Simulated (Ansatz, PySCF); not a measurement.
This singlet lies 0.26 eV below the relaxed triplet at the level B3LYP-D3(BJ)/def2-TZVP (PySCF); other levels give the other order.

A geometry relaxed with B3LYP-D3(BJ)/def2-TZVP (Ansatz, a quantum-chemistry and plane-wave program), charge 1, multiplicity 1:

```xyz
10

H      2.8622     0.0166    -0.2123
H      1.9396    -0.7042     1.2478
H     -1.7154     0.5655    -0.9913
C      1.9229    -0.2076     0.2831
H     -2.1978    -0.8868     0.0026
C     -1.6382     0.0658    -0.0251
N     -0.3477    -0.2157     0.4415
H      0.6236     0.6208    -1.2458
H     -2.1494     0.6239     0.7801
C      0.7002     0.1218    -0.2805
```

Write the SMILES of this molecule.

`C=C[N+]C`
